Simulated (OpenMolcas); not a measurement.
# V3+: moving the ligands

V3+ with 4 ligands (chloride) in tetrahedral coordination (Td) at 2.27 Å. A charge of +0.25 e stands 2.6 Å behind each ligand. Ligand basis ANO-RCC-VDZP.
```
V     0.0000    0.0000    0.0000
Cl    1.3106    1.3106    1.3106
Cl    1.3106   -1.3106   -1.3106
Cl   -1.3106    1.3106   -1.3106
Cl   -1.3106   -1.3106    1.3106
```

```
Program             : OpenMolcas
Method              : SS-CASPT2, IPEA 0.25 Eh, imaginary shift 0.1 Eh (closed shells correlated: 3s 3p and the ligand valence shells)
Basis               : ANO-RCC-VDZP [5s4p2d1f]
Scalar Hamiltonian  : DKH2, point nucleus
Active space        : 2 electrons in 5 orbitals (3d)
State averaging     : 2S+1 = 3 even, 10 roots; 2S+1 = 1 even, 15 roots
Spin-orbit coupling : RASSI with atomic mean-field integrals over the reference wave functions
```

Runs around this geometry, states (labels of Td). Energies in cm-1 above the lowest state or level, χT in cm3 K/mol.

```csv
R (Å),Ground state,First state of that spin,First gap with spin-orbit (degeneracies),χT at 300 K,First state of another spin
2.23,3A2,3T2 5970,"5920 (3, 1)",0.976,1E 9160
2.27,3A2,3T2 4980,"4940 (3, 1)",0.971,1E 9260
2.34,3A2,3T2 4280,"4230 (3, 1)",0.965,1E 9380
```

Taking the first state of the same spin as R^-n, n = -ln(4280 / 5970) / ln(2.34 / 2.23) = 6.9 between the shortest and longest distance.

Roots that are degenerate in the reference are averaged as groups; the widest CASPT2 spread within a group is 980 cm-1 (the 3-fold group of multiplicity 1 near 18700 cm-1 above the lowest state of its run, R = 2.23). Shifts and gaps below about the spread of the groups concerned are not significant. Over all roots computed the reference weight is 0.72 to 0.74 in R = 2.23, 0.72 to 0.74 in R = 2.27, 0.72 to 0.74 in R = 2.34; a low but even weight reflects the number of correlated electrons. Ligand-to-metal charge-transfer states are missing. These CASPT2 states fit no ligand-field parameters well, so their order and spin gaps are uncertain. With no ligand orbital active B as a rule stays too high, so bands that hang on it stand too high and its fall with covalency is understated. With one d shell and no ligand orbital active, 10Dq can be off by a tenth or more. No measured value stands beside these numbers; the geometry was imposed, not optimised, and the real ion may take another.
